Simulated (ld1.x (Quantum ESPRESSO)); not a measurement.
What one change does to a pseudopotential (nickel, RRKJ)

```json
{
 "Element": "nickel",
 "Generator": "ld1.x (Quantum ESPRESSO) 7.5",
 "Type": "norm-conserving RRKJ (Kleinman–Bylander form)",
 "Functional": "Wu–Cohen",
 "Relativity": "scalar-relativistic",
 "Frozen core": "[Ne] 3s2",
 "Valence charge": "16",
 "Reference configuration": "3p6 3d8.5 4s1.5 4p0",
 "Partial waves": "4s (bound): rc 2.10 bohr; 3p (bound): rc 0.95 bohr; 3d (bound): rc 1.25 bohr",
 "Local potential": "all-electron potential smoothed inside 0.75 bohr (lloc = -1)",
 "Core correction": "none",
 "rho0": "0.005"
}
```

Change: local potential all-electron potential smoothed inside 2.02 bohr (lloc = -1).

Cutoffs: the cutoffs (Ry, on a coarse ladder) from which the occupation-weighted sum of valence levels, in a spherical-Bessel basis at the reference potential, stays within 10 and 1 mRy of its value at 400 Ry; they do not see the model core or the augmentation charge, which bear on the density cutoff. Errors are all-electron minus pseudo energies relative to the spin-unpolarised reference configuration.

Q: Predict the effect on cutoff, ghosts and configuration errors.

A: The potential gets neither clearly harder nor softer (160 Ry and 230 Ry → 160 Ry and 230 Ry); the bound ghost in s disappears; of the 7 tests that both files solve, the error grows in 6 and shrinks in 1 by more than 15 % and 0.3 meV (median size 13.0 → 60.7 meV); the range in which the p phases agree narrows (upper end at the end of the scan → -0.4). In the separable form a ghost depends on how the local part lies against the semilocal potential of the channel, so the choice of the local part can create or remove one.

| quantity | base | changed |
| --- | --- | --- |
| cutoff, loose | 160 Ry | 160 Ry |
| cutoff, tight | 230 Ry | 230 Ry |
| loose cutoff by channel (10 mRy a level) | s 18 Ry, p 70 Ry, d 100 Ry | s 8 Ry, p 80 Ry, d 100 Ry |
| bound ghosts | s | none |
| error for 3p6 3d8 4s2 4p0, meV [ΔE 1.18 eV] | -11 | -22 |
| error for 3p6 3d8 4s1 4p0, meV [ΔE 10.54 eV] | +5.4 | -2.1 |
| error for 3p6 3d8 4s0 4p0, meV [ΔE 27.79 eV] | +0.9 | -9.9 |
| error for 3p6 3d9 4s0 4p0, meV [ΔE 7.44 eV] | -42 | -61 |
| error for 3p5 3d8 4s2 4p0, meV [ΔE 80.64 eV] | -251 | -401 |
| error for 3p6 3d7 4s2 4p1, meV [ΔE 11.78 eV] | -13 | -520 |
| error for 3p6 3d8 4s0 4p1, meV [ΔE 16.29 eV] | +24 | -460 |
| s: phases at 2.31 bohr within 0.05 rad from the reference energy up to (Ry; the scan ends near 5) | 2.4 | 1.6 |
| p: phases at 2.31 bohr within 0.05 rad from the reference energy up to (Ry; the scan ends near 5) | to the end of the scan | -0.4 |
| d: phases at 2.31 bohr within 0.05 rad from the reference energy up to (Ry; the scan ends near 5) | 2.0 | 1.3 |

 A true bound ghost makes a file unfit for plane-wave use even where its test errors are small: the radial tests pick states by their node count and pass the ghost by.
